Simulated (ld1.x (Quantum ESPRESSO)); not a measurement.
# What one change does to a pseudopotential (germanium, TM)

| Quantity | Value |
| --- | --- |
| Element | Ge (Z = 32) |
| Generator | ld1.x (Quantum ESPRESSO) 7.5 |
| Type | norm-conserving Troullier–Martins (Kleinman–Bylander form) |
| Functional | PBEsol |
| Relativity | fully relativistic |
| Frozen core | [Ar] |
| Valence charge | 14 |
| Reference configuration | 3d10 4s1.75 4p2.25 |
| Partial waves | 4s (bound): rc 1.40 bohr; 4p (bound): rc 1.85 bohr; 3d (bound): rc 1.20 bohr |
| Local potential | all-electron potential smoothed inside 1.45 bohr (lloc = -1) |
| Core correction | none |

Open shells are filled in proportion to 2j + 1 (rel_dist='average').

All-electron outer shells of the reference configuration (PBEsol, scalar-relativistic, ld1.x):

| shell | level (eV) | outermost node (bohr) | outermost maximum (bohr) |
| --- | --- | --- | --- |
| 3s | -168.58 | 0.26 | 0.54 |
| 3p | -115.89 | 0.23 | 0.54 |
| 3d | -29.76 | – | 0.50 |
| 4s | -11.99 | 0.77 | 1.73 |
| 4p | -4.08 | 0.82 | 2.19 |

Change: core correction a·sin(br)/r model core inside 0.82 bohr.

Cutoffs: the cutoffs (Ry, on a coarse ladder) from which the occupation-weighted sum of valence levels, in a spherical-Bessel basis at the reference potential, stays within 10 and 1 mRy of its value at 400 Ry; they do not see the model core or the augmentation charge, which bear on the density cutoff. Errors are all-electron minus pseudo energies relative to the spin-unpolarised reference configuration.

How do hardness, ghosts and transferability respond?

Of the 7 tests that both files solve, the error grows in 2 and shrinks in 3 by more than 15 % and 0.3 meV (median size 7.2 → 5.8 meV); neither file shows a bound ghost. A model core, the more so a compact one, raises the density cutoff, which this test does not measure.

| quantity | base | changed |
| --- | --- | --- |
| cutoff, loose | 200 Ry | 200 Ry |
| cutoff, tight | over 300 Ry | over 300 Ry |
| bound ghosts | none | none |
| error for 3d10 4s2 4p2, meV [ΔE -1.97 eV] | +0.2 | +0.1 |
| error for 3d10 4s2 4p1, meV [ΔE 5.49 eV] | +0.6 | +0.9 |
| error for 3d10 4s2 4p0, meV [ΔE 20.94 eV] | +7.2 | +8.5 |
| error for 3d9 4s2 4p2, meV [ΔE 36.72 eV] | +202 | +164 |
| error for 3d10 4s1 4p2, meV [ΔE 14.21 eV] | +7.3 | +5.8 |
| error for 3d10 4s2 4p1.5, meV [ΔE 0.84 eV] | -0.1 | -0.1 |
| error for 3d10 4s1 4p0, meV [ΔE 55.73 eV] | +52 | +32 |
| s: phases at 2.00 bohr within 0.05 rad from the reference energy up to (Ry; the scan ends near 5) | 0.1 | 0.1 |
| p1/2: phases at 2.00 bohr within 0.05 rad from the reference energy up to (Ry; the scan ends near 5) | 3.1 | 3.1 |
| p3/2: phases at 2.00 bohr within 0.05 rad from the reference energy up to (Ry; the scan ends near 5) | 2.9 | 2.9 |
| d3/2: phases at 2.00 bohr within 0.05 rad from the reference energy up to (Ry; the scan ends near 5) | 1.1 | 1.1 |
| d5/2: phases at 2.00 bohr within 0.05 rad from the reference energy up to (Ry; the scan ends near 5) | 1.2 | 1.2 |
